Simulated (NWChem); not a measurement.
System: CH4OZn; SMILES C[O][ZnH]

The following NWChem deck was run.

```
start job
memory heap 200 mb stack 900 mb global 1100 mb
geometry units angstroms noautosym nocenter noautoz
  Zn     0.257548    -0.726195     0.001555
  H      0.005787    -2.222722    -0.016083
  O      0.706881     0.986240     0.023520
  C     -0.076405     2.126391     0.004103
  H     -0.793993     2.190609     0.849796
  H      0.564338     3.026472     0.073315
  H     -0.672553     2.240050    -0.926495
end
basis spherical
  Zn library def2-svp
  H library def2-svp
  O library def2-svp
  C library def2-svp
end
dft
  xc b3lyp
  iterations 150
end
property
  efieldgrad
end
task dft property
```

Structure relaxed at the PBE0/def2-SVP level.

Vzz is the largest principal value of the second derivative of the potential at the nucleus (NWChem prints the opposite sign); η is the asymmetry. Non-relativistic.

Atoms are numbered as in the input.

### Question
Give the results of this calculation. (B3LYP/def2-SVP.) Quantities: Vzz Zn1 (a.u.); η Zn1; Vzz O3 (a.u.); η O3.

### Answer
```yaml
Vzz Zn1 (a.u.): -1.474
"η Zn1": 0.20
Vzz O3 (a.u.): 1.658
"η O3": 0.39
```
